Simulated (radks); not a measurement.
Ionisation of neutral lithium, [He] 2s1, to [He] as the strength of local exchange is varied. Calculated with a radial shooting solver on a logarithmic mesh with Libxc functionals: scalar-relativistic Kohn-Sham, Slater X-alpha exchange (alpha = 2/3 is LDA exchange), no correlation, spin-unpolarised, spherical densities, finite nucleus; Fermi nuclear charge, rms radius 2.444 fm; without spin polarisation the odd electron is poorly described.

alpha = 0.626: E(Li) (hartree) -7.08564; exchange (hartree) -1.38035; IE (eV) 4.374; -e of the level emptied (eV) 2.007 (2s); <r> of it (bohr) 4.204
alpha = 0.667: E(Li) (hartree) -7.17640; exchange (hartree) -1.48225; IE (eV) 4.525; -e of the level emptied (eV) 2.152 (2s); <r> of it (bohr) 4.125
alpha = 0.687: E(Li) (hartree) -7.22093; exchange (hartree) -1.53247; IE (eV) 4.599; -e of the level emptied (eV) 2.224 (2s); <r> of it (bohr) 4.087
alpha = 0.799: E(Li) (hartree) -7.47341; exchange (hartree) -1.81989; IE (eV) 5.029; -e of the level emptied (eV) 2.648 (2s); <r> of it (bohr) 3.890
alpha = 0.842: E(Li) (hartree) -7.57174; exchange (hartree) -1.93302; IE (eV) 5.199; -e of the level emptied (eV) 2.819 (2s); <r> of it (bohr) 3.820

NIST Atomic Spectra Database: 5.392 eV (measured). The central value is not met in this range of alpha. Spin polarisation and multiplet splitting are left out, so open shells lie too high by an amount that depends on their filling.
